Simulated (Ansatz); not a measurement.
Basis-set extrapolation for C$_{3}$H$_{5}$NSi, SMILES `[SiH3]/C=C1C=N\1` (PBE0-D4/def2-TZVP geometry, frozen core, the Gaussian-basis code of Ansatz). Multiplicity 1, RHF reference.

```json
{"": "HF", "def2-TZVPP": "-459.859490", "def2-QZVPP": "-459.875820"}
{"": "MP2 correlation", "def2-TZVPP": "-0.779278", "def2-QZVPP": "-0.831257"}
{"": "CCSD(T) correlation", "def2-TZVPP": "-0.854008", "def2-QZVPP": "not run"}
```

Energies in hartree. Use E(X) = E(∞) + A·exp(−7.88·√X) for Hartree–Fock and E(X) = E(∞) + B·X^(−2.97) for correlation, with X = 3 and 4, and add CCSD(T) minus MP2 of the smaller set to the MP2 limit.

**Question.** What is the CCSD(T) energy at the basis-set limit?

**Answer.** HF limit: -459.875820 + (-0.016330) × 0.13774 = -459.87807. MP2 limit: -0.831257 + (-0.051979) × 0.74074 = -0.86976. Higher-order term: -0.854008 − (-0.779278) = -0.07473. Total: -460.82256 hartree, 2.97 eV below CCSD(T)/def2-TZVPP.
